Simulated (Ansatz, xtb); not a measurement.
**Relative energy of two isomers of C5H6BF3**

We compare X, `FB(F)[C@@H]1C=C[C@@H](F)C1`, a singlet, with Y, `FB(F)C1=CC[C@H](F)C1`, a singlet. Both are isolated molecules in the gas phase, relaxed with r2SCAN-D4/def2-SVP; the shapes shown needn't be the lowest conformers.

X (Å):

```yaml
atoms:
  - { symbol: C, position_ang: [-0.4793, -0.6109, 0.1457] }
  - { symbol: C, position_ang: [-0.3292, -2.1223, 0.0945] }
  - { symbol: C, position_ang: [-1.4309, -2.7161, -0.3894] }
  - { symbol: C, position_ang: [-2.4928, -1.7058, -0.7201] }
  - { symbol: C, position_ang: [-2.0048, -0.4276, -0.0252] }
  - { symbol: B, position_ang: [0.3599, -0.0911, -1.0715] }
  - { symbol: F, position_ang: [-0.2049, 0.1287, -2.2515] }
  - { symbol: F, position_ang: [1.6706, 0.0856, -0.9942] }
  - { symbol: F, position_ang: [-3.7428, -2.0851, -0.2418] }
  - { symbol: H, position_ang: [-0.0757, -0.1936, 1.0857] }
  - { symbol: H, position_ang: [0.5994, -2.6314, 0.3711] }
  - { symbol: H, position_ang: [-1.5603, -3.7862, -0.5716] }
  - { symbol: H, position_ang: [-2.6065, -1.5819, -1.8151] }
  - { symbol: H, position_ang: [-2.4864, -0.4171, 0.9663] }
  - { symbol: H, position_ang: [-2.2918, 0.4913, -0.5570] }
```

Y (Å):

```json
{"atom": "C", "x (Å)": "-1.2449", "y (Å)": "-0.2678", "z (Å)": "-1.1666"}
{"atom": "C", "x (Å)": "0.0278", "y (Å)": "-0.4101", "z (Å)": "-1.6034"}
{"atom": "C", "x (Å)": "1.0143", "y (Å)": "-0.4524", "z (Å)": "-0.4731"}
{"atom": "C", "x (Å)": "0.1281", "y (Å)": "-0.6912", "z (Å)": "0.7554"}
{"atom": "C", "x (Å)": "-1.2625", "y (Å)": "-0.1924", "z (Å)": "0.3471"}
{"atom": "B", "x (Å)": "-2.4705", "y (Å)": "-0.1627", "z (Å)": "-2.0937"}
{"atom": "F", "x (Å)": "-2.3558", "y (Å)": "-0.2418", "z (Å)": "-3.4141"}
{"atom": "F", "x (Å)": "-3.6933", "y (Å)": "0.0136", "z (Å)": "-1.6075"}
{"atom": "F", "x (Å)": "0.0570", "y (Å)": "-2.0638", "z (Å)": "0.9760"}
{"atom": "H", "x (Å)": "0.3176", "y (Å)": "-0.4617", "z (Å)": "-2.6578"}
{"atom": "H", "x (Å)": "1.5604", "y (Å)": "0.5081", "z (Å)": "-0.3994"}
{"atom": "H", "x (Å)": "1.7770", "y (Å)": "-1.2438", "z (Å)": "-0.5655"}
{"atom": "H", "x (Å)": "0.5150", "y (Å)": "-0.2318", "z (Å)": "1.6807"}
{"atom": "H", "x (Å)": "-2.0441", "y (Å)": "-0.8094", "z (Å)": "0.8196"}
{"atom": "H", "x (Å)": "-1.4290", "y (Å)": "0.8473", "z (Å)": "0.6859"}
```

Question: Estimate which is lower in electronic energy at CCSD(T)/def2-SVP + ΔMP2/def2-TZVPP, and by roughly how much.

Answer: The CCSD(T)/def2-SVP + ΔMP2/def2-TZVPP calculation puts structure Y lower, by 6.0 kcal/mol.

The same difference at several levels:

| level | geometry | E(Y) − E(X) (kcal/mol) | departure from the last row (kcal/mol) | job, with rough time for the two |
| --- | --- | --- | --- | --- |
| GFN2-xTB | GFN2-xTB | −7.3 | −1.3 | optimisation, 0.28 s |
| HF/STO-3G | GFN2-xTB | −7.2 | −1.2 | single point, 0.46 s |
| r2SCAN-D4/def2-SVP//GFN2-xTB | GFN2-xTB | −6.7 | −0.6 | single point, 4.7 s |
| r2SCAN-D4/def2-SVP | r2SCAN-D4/def2-SVP | −6.6 | −0.6 | optimisation, 66 s |
| HF/def2-SVP | r2SCAN-D4/def2-SVP | −7.7 | −1.7 | part of the CCSD(T) run |
| MP2/def2-SVP | r2SCAN-D4/def2-SVP | −5.8 | +0.2 | part of the CCSD(T) run |
| CCSD(T)/def2-SVP | r2SCAN-D4/def2-SVP | −6.0 | +0.1 | single point |
| CCSD(T)/def2-SVP + ΔMP2/def2-TZVPP | r2SCAN-D4/def2-SVP | −6.0 |  | single point, 2.7 min |

As drawn, both hold the same kinds of bond in the same numbers.

The levels shown agree on the order. The largest departure from CCSD(T)/def2-SVP + ΔMP2/def2-TZVPP is that of HF/def2-SVP, 1.7 kcal/mol. The last row adds to CCSD(T) the change of the MP2 difference between the two basis sets, here −0.1 kcal/mol.

With thermal terms from frequencies at re-optimised GFN2-xTB minima (ideal gas, soft modes damped towards free rotors, one conformer each, 298.15 K, 1 atm): on the last row, ΔE + ΔZPE = −5.9, ΔH = −5.9, ΔG = −6.0 kcal/mol.

The correlated steps freeze 9 core orbitals. Codes used: Ansatz 0.2.0, xtb 6.7.1; the last row on 4 threads of Arm Neoverse V1 on a shared host.
